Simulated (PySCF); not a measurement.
PySCF input file for BrH3SeSi, SMILES [SiH3][Se]Br, PBE-D3(BJ)/def2-SVP. Geometry optimised at PBE-D3(BJ)/def2-SVP. This is a generated structure with no PubChem entry under its InChIKey; it may be hypothetical.

```python
import numpy as np
from pyscf import gto, scf, dft, df
from pyscf.hessian import thermo

mol = gto.M(
    atom='''
    Se    0.87705637   -0.55004053   -0.00000000
    Br   -0.33737463    1.48193239    0.00000000
    Si   -0.99598528   -1.89640430   -0.00000000
    H    -0.42400073   -3.28865568    0.00000000
    H    -1.82200496   -1.66396996   -1.23130987
    H    -1.82200495   -1.66396996    1.23130988
    ''',
    basis='def2-SVP',
    charge=0,
    spin=0,
    max_memory=1600,
    verbose=3,
)
mf = dft.RKS(mol, xc='pbe').density_fit(auxbasis='def2-universal-jkfit')
mf.disp = 'd3bj'
mf.grids.level = 3
mf.conv_tol = 1e-11
mf.max_cycle = 100
mf.kernel()

# [left out here: the lines that compute and print the analytic Hessian (its translational invariance restored by hand, since the grid's response is missing), thermochemistry and intensities]
```

Output:

```
converged SCF energy = -5265.43230499197

WARN: DFTD3 does not support analytical Hessian, using finite difference


WARN: Mole.unit (angstrom) is changed to Bohr

Mode                                 0                   1                   2
Irrep
Freq [cm^-1]                       94.6662            147.5676            282.5172
Reduced mass [au]                   6.7852              1.0368             67.6288
Force const [Dyne/A]                0.0358              0.0133              3.1803
Char temp [K]                     136.2035            212.3169            406.4793
Normal mode                   x     y     z       x     y     z       x     y     z
       0  Se                -0.05  0.00  0.00   -0.00  0.00 -0.01    0.04 -0.07 -0.00
       1  Br                 0.03  0.05 -0.00    0.00  0.00  0.01   -0.04  0.07  0.00
       2  Si                 0.04 -0.12  0.00    0.00 -0.00 -0.00   -0.00 -0.01  0.00
       3   H                 0.19 -0.06 -0.00    0.00 -0.00  0.58   -0.04 -0.02  0.00
       4   H                 0.01 -0.21  0.00    0.24 -0.44 -0.25    0.01  0.01 -0.00
       5   H                 0.01 -0.21 -0.00   -0.24  0.44 -0.25    0.01  0.01  0.00
Mode                                 3                   4                   5
Irrep
Freq [cm^-1]                      372.1426            556.4091            561.7586
Reduced mass [au]                   8.0214              1.1906              1.0942
Force const [Dyne/A]                0.6545              0.2172              0.2034
Char temp [K]                     535.4304            800.5488            808.2455
Normal mode                   x     y     z       x     y     z       x     y     z
       0  Se                 0.04  0.04 -0.00    0.02  0.00 -0.00   -0.00  0.00 -0.01
       1  Br                 0.00  0.00  0.00   -0.00 -0.00  0.00   -0.00  0.00  0.00
       2  Si                -0.11 -0.10  0.00   -0.06  0.03  0.00    0.00 -0.00  0.05
       3   H                -0.25 -0.15 -0.00    0.62  0.30 -0.00   -0.00 -0.00 -0.13
       4   H                -0.09 -0.00 -0.00   -0.14 -0.40 -0.02    0.52  0.34 -0.23
       5   H                -0.09 -0.00  0.00   -0.14 -0.40  0.02   -0.52 -0.34 -0.23
Mode                                 6                   7                   8
Irrep
Freq [cm^-1]                      853.3821            876.8928            914.2533
Reduced mass [au]                   1.0899              1.0416              1.0390
Force const [Dyne/A]                0.4677              0.4719              0.5117
Char temp [K]                    1227.8268           1261.6534           1315.4069
Normal mode                   x     y     z       x     y     z       x     y     z
       0  Se                 0.00  0.00  0.00   -0.00  0.00 -0.00    0.00 -0.00  0.00
       1  Br                 0.00  0.00 -0.00    0.00  0.00  0.00   -0.00  0.00 -0.00
       2  Si                 0.03  0.04  0.00   -0.00  0.00 -0.03    0.03 -0.02 -0.00
       3   H                -0.57 -0.22 -0.00   -0.00 -0.00  0.77    0.14  0.04  0.00
       4   H                -0.22 -0.47  0.06   -0.08  0.41  0.11   -0.52  0.21  0.39
       5   H                -0.22 -0.47 -0.06    0.08 -0.41  0.11   -0.52  0.21 -0.39
Mode                                 9                  10                  11
Irrep
Freq [cm^-1]                     2158.1175           2182.1890           2187.7834
Reduced mass [au]                   1.0225              1.0463              1.0537
Force const [Dyne/A]                2.8058              2.9357              2.9716
Char temp [K]                    3105.0506           3139.6841           3147.7331
Normal mode                   x     y     z       x     y     z       x     y     z
       0  Se                 0.00  0.00 -0.00    0.00 -0.00 -0.00    0.00 -0.00 -0.00
       1  Br                 0.00  0.00  0.00   -0.00  0.00  0.00   -0.00  0.00  0.00
       2  Si                 0.00  0.02  0.00    0.03 -0.02  0.00    0.00 -0.00 -0.04
       3   H                 0.33 -0.78  0.00   -0.18  0.46  0.00   -0.00  0.00 -0.01
       4   H                -0.19  0.07 -0.30   -0.31  0.09 -0.50    0.38 -0.11  0.56
       5   H                -0.19  0.07  0.30   -0.31  0.09  0.50   -0.38  0.11  0.56
temperature 298.1500 [K]
pressure 101325.00 [Pa]
Rotational constants [GHz] 4.78981 1.57787 1.20417
Symmetry number 1
Zero-point energy (ZPE) 0.02549 [Eh]   66917.182 [J/mol]
                           tot       elec      trans        rot        vib
Entropy [J/mol/K]       334.513      0.000    174.184    116.982     43.347
Cv [J/mol/K]             70.681      0.000     12.472     12.472     45.738
Cp [J/mol/K]             78.995      0.000     20.786     12.472     45.738
Internal energy [J/mol]                      3718.434   3718.434  74046.664
Internal energy [Eh]   -5265.40127  -5265.43230
Enthalpy [J/mol]                             6197.391   3718.434  74046.664
Enthalpy [Eh]          -5265.40033
Gibbs free energy [J/mol]                  -45735.577 -31159.614  61122.736
Gibbs free energy [Eh] -5265.43831
mode   freq/cm-1   IR/(km/mol)
   1       94.67         0.605
   2      147.57         0.035
   3      282.52         3.516
   4      372.14         9.137
   5      556.41         7.847
   6      561.76         7.702
   7      853.38       268.357
   8      876.89        36.969
   9      914.25        49.270
  10     2158.12        62.716
  11     2182.19        57.954
  12     2187.78        74.364
max |gradient| / (hartree/bohr): 3.462602231485895e-05
APT charges: [-0.049  -0.2098  0.9174 -0.2202 -0.2192 -0.2192]
```

The calculation finished and met its thresholds.
